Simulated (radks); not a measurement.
The mean radii <r> (bohr) of the occupied orbitals of an atom or ion are listed with their occupations. All-electron calculation, scalar-relativistic Kohn-Sham, Slater X-alpha with alpha = 0.667, spin-polarised, spherical densities, finite nucleus; Fermi nuclear charge, rms radius of each element as measured or else 0.836 A^(1/3) + 0.57 fm. Program: a radial shooting solver on a logarithmic mesh with Libxc functionals.

| orbital | occ. | <r> |
|---|---|---|
| 1s up | 1 | 0.06101 |
| 1s down | 1 | 0.06101 |
| 2s up | 1 | 0.2804 |
| 2s down | 1 | 0.2799 |
| 2p up | 3 | 0.2478 |
| 2p down | 3 | 0.2471 |
| 3s up | 1 | 0.8536 |
| 3s down | 1 | 0.8553 |
| 3p up | 3 | 0.9057 |
| 3p down | 3 | 0.9083 |
| 3d up | 5 | 1.183 |
| 4s up | 1 | 2.752 |

Name the element and its charge. Open shells, if any, are filled with parallel spins first.

Answer. Z = 25, manganese, charge +1: Mn+ in [Ar] 3d5 4s1. The 1s radius gives Z: for a bare nucleus <r> = (2 gamma + 1)/(2Z) with gamma = sqrt(1 - (Z/c)^2), 0.05933 bohr for Z = 25, and screening makes it slightly larger (0.06101 here). The occupations add up to 24, and the charge is Z minus that.
